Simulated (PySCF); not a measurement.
# Electronic structure of P (phosphorus, neutral) at the LDA level

Configuration: [Ne] 3s1 3p4, high-spin 4P determinant (an excited configuration). Computed with PySCF 2.14 in dyall-av2z, with no relativity, point nucleus.

```json
{
 "Total energy": "-339.6998 hartree",
 "One-electron energy": "-470.3987 hartree",
 "Hartree (Coulomb) energy": "152.5357 hartree",
 "Exchange-correlation energy": "-21.8369 hartree",
 "Kinetic energy": "338.94209 hartree",
 "⟨S²⟩": "3.7570",
 "⟨L²⟩": "2.009",
 "Sum of ⟨r⟩": "15.30 bohr",
 "Sum of ⟨r²⟩": "32.34 bohr²",
 "Traceless quadrupole moment −½Σ⟨3z² − r²⟩ along its main axis": "-2.97 e·bohr²",
 "Density at the nucleus (Gaussians lack the cusp)": "2120 bohr⁻³",
 "Spin density at the nucleus": "6.83 bohr⁻³",
 "Langevin diamagnetic susceptibility": "-25.6 ×10⁻⁶ cm³/mol"
}
```

```json
{"shell": "1s α", "electrons": "1", "mean orbital energy (hartree)": "-76.11238", "spread (hartree)": "0", "rms radius, mean of both spins (bohr)": "0.121"}
{"shell": "1s β", "electrons": "1", "mean orbital energy (hartree)": "-76.09551", "spread (hartree)": "0", "rms radius, mean of both spins (bohr)": "0.121"}
{"shell": "2s α", "electrons": "1", "mean orbital energy (hartree)": "-6.38221", "spread (hartree)": "0", "rms radius, mean of both spins (bohr)": "0.572"}
{"shell": "2s β", "electrons": "1", "mean orbital energy (hartree)": "-6.36216", "spread (hartree)": "0", "rms radius, mean of both spins (bohr)": "0.572"}
{"shell": "2p α", "electrons": "3", "mean orbital energy (hartree)": "-4.63037", "spread (hartree)": "0.01598", "rms radius, mean of both spins (bohr)": "0.545"}
{"shell": "2p β", "electrons": "3", "mean orbital energy (hartree)": "-4.60734", "spread (hartree)": "0.00834", "rms radius, mean of both spins (bohr)": "0.545"}
{"shell": "3s α", "electrons": "1", "mean orbital energy (hartree)": "-0.57759", "spread (hartree)": "0", "rms radius, mean of both spins (bohr)": "2.01"}
{"shell": "3p α", "electrons": "3", "mean orbital energy (hartree)": "-0.25856", "spread (hartree)": "0.03522", "rms radius, mean of both spins (bohr)": "2.54"}
{"shell": "3p β", "electrons": "1", "mean orbital energy (hartree)": "-0.17378", "spread (hartree)": "0", "rms radius, mean of both spins (bohr)": "2.54"}
```
